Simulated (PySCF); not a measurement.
HIOPb (SMILES [OH][Pb][I]), singlet, at a GFN2-xTB geometry (such geometries of metal compounds can be far from the true shape) (core potentials on I, Pb); PySCF with DF-B3LYP/def2-SVPD.

Input for PySCF:
```python
from pyscf import gto, scf, dft

mol = gto.M(
    atom='''
Pb   -0.63691131   -0.49694084    0.57309406
I     1.00670056    1.16805795   -0.80370843
O    -0.08781197   -2.25329230   -0.50415124
H    -0.42590616   -3.13158433   -0.36395649
''',
    basis='def2-svpd',
    ecp={'I': 'def2-svpd', 'Pb': 'def2-svpd'},
    verbose=4,
    max_memory=1800,
)

mf = dft.RKS(mol)
mf.xc = 'b3lyp'
mf = mf.density_fit(auxbasis='def2-universal-jkfit')
mf.kernel()
```

Write the output that PySCF gives for this input, abridged.


```
PySCF version 2.14.0

[INPUT] verbose = 4
[INPUT] num. atoms = 4
[INPUT] num. electrons = 56
[INPUT] charge = 0
[INPUT] spin (= nelec alpha-beta = 2S) = 0
[INPUT] symmetry False subgroup None
[INPUT] Mole.unit = angstrom
[INPUT] Symbol           X                Y                Z      unit          X                Y                Z       unit  Magmom
[INPUT]  1 Pb    -0.636911310000  -0.496940840000   0.573094060000 AA   -1.203587941538  -0.939082087711   1.082990817015 Bohr   0.0
[INPUT]  2 I      1.006700560000   1.168057950000  -0.803708430000 AA    1.902388347846   2.207309623121  -1.518788816704 Bohr   0.0
[INPUT]  3 O     -0.087811970000  -2.253292300000  -0.504151240000 AA   -0.165940573759  -4.258105325591  -0.952707768960 Bohr   0.0
[INPUT]  4 H     -0.425906160000  -3.131584330000  -0.363956490000 AA   -0.804845997165  -5.917836719680  -0.687778087358 Bohr   0.0

nuclear repulsion = 191.759291708165
number of shells = 38
number of NR pGTOs = 180
number of NR cGTOs = 98
basis = def2-svpd
ecp = {'I': 'def2-svpd', 'Pb': 'def2-svpd'}

******** <class 'pyscf.df.df_jk.DFRKS'> ********
method = DFRKS
initial guess = minao
damping factor = 0
level_shift factor = 0
DIIS = <class 'pyscf.scf.diis.CDIIS'>
diis_start_cycle = 1
diis_space = 8
diis_damp = 0
SCF conv_tol = 1e-09
SCF conv_tol_grad = None
SCF max_cycles = 50
direct_scf = False
XC library pyscf.dft.libxc version 7.1.2
    S. Lehtola, C. Steigemann, M. J. T. Oliveira, and M. A. L. Marques,  SoftwareX 7, 1–5 (2018)
XC functionals = b3lyp
    P. J. Stephens, F. J. Devlin, C. F. Chabalowski, and M. J. Frisch,  J. Phys. Chem. 98, 11623 (1994)
radial grids:
    Treutler-Ahlrichs [JCP 102, 346 (1995); DOI:10.1063/1.469408] (M4) radial grids

becke partition: Becke, JCP 88, 2547 (1988); DOI:10.1063/1.454033
pruning grids: <function nwchem_prune>
grids dens level: 3
symmetrized grids: False
atomic radii adjust function: <function treutler_atomic_radii_adjust>
small_rho_cutoff = 0
Set gradient conv threshold to 3.16228e-05
Initial guess from minao.
tot grids = 69080
******** <class 'pyscf.df.df.DF'> ********
auxbasis = def2-universal-jkfit
init E= -510.587990740445
  HOMO = -1.05538023462091  LUMO = -0.999621358837132  gap/eV = 1.51728
cycle= 1 E= -563.416444484194  delta_E= -52.8  |g|= 3.87  |ddm|=   17
  HOMO = -0.0597412021109838  LUMO = -0.0293681618618358  gap/eV = 0.82649
cycle= 2 E= -552.131157154586  delta_E= 11.3  |g|= 5.71  |ddm|= 15.6
  HOMO = -0.131643113380267  LUMO = -0.0973603593816772  gap/eV = 0.93288
cycle= 3 E= -560.514018911629  delta_E= -8.38  |g|= 3.53  |ddm|= 12.9
  HOMO = -0.346712834563279  LUMO = -0.175200448003327  gap/eV = 4.66709
cycle= 4 E= -565.883276423371  delta_E= -5.37  |g|= 1.78  |ddm|= 5.76
  HOMO = -0.138704480273582  LUMO = -0.0973537699570042  gap/eV = 1.12521
cycle= 5 E= -565.323932834997  delta_E= 0.559  |g|= 1.64  |ddm|= 3.13
  HOMO = -0.252448456015891  LUMO = -0.0652200509921741  gap/eV = 5.09474
cycle= 6 E= -566.474650723688  delta_E= -1.15  |g|= 0.503  |ddm|= 2.95
  HOMO = -0.250519759180651  LUMO = -0.125917396143169  gap/eV = 3.39060
cycle= 7 E= -566.563726069402  delta_E= -0.0891  |g|= 0.267  |ddm|= 1.45
  HOMO = -0.252334803418634  LUMO = -0.107789886677654  gap/eV = 3.93327
cycle= 8 E= -566.584678246446  delta_E= -0.021  |g|= 0.0592  |ddm|= 0.343
  HOMO = -0.257351360931027  LUMO = -0.108557730650709  gap/eV = 4.04888
cycle= 9 E= -566.585609386198  delta_E= -0.000931  |g|= 0.0166  |ddm|= 0.0822
  HOMO = -0.25905063123656  LUMO = -0.108144976870051  gap/eV = 4.10635
cycle= 10 E= -566.58573990505  delta_E= -0.000131  |g|= 0.00365  |ddm|= 0.0263
  HOMO = -0.259276607812468  LUMO = -0.108056309978224  gap/eV = 4.11491
cycle= 11 E= -566.585745326005  delta_E= -5.42e-06  |g|= 0.000511  |ddm|= 0.00788
  HOMO = -0.259250766897549  LUMO = -0.107976338335238  gap/eV = 4.11639
cycle= 12 E= -566.585745445418  delta_E= -1.19e-07  |g|= 0.000157  |ddm|= 0.00152
  HOMO = -0.259248713859501  LUMO = -0.10800302983127  gap/eV = 4.11560
cycle= 13 E= -566.585745458178  delta_E= -1.28e-08  |g|= 2.31e-05  |ddm|= 0.000378
  HOMO = -0.259247144526966  LUMO = -0.108003241240326  gap/eV = 4.11556
cycle= 14 E= -566.585745458348  delta_E= -1.7e-10  |g|= 7.42e-06  |ddm|= 4.23e-05
  HOMO = -0.259246098127935  LUMO = -0.108003576583098  gap/eV = 4.11552
Extra cycle  E= -566.585745458348  delta_E= -6.82e-13  |g|= 7.31e-06  |ddm|= 2.35e-05
converged SCF energy = -566.585745458348
```
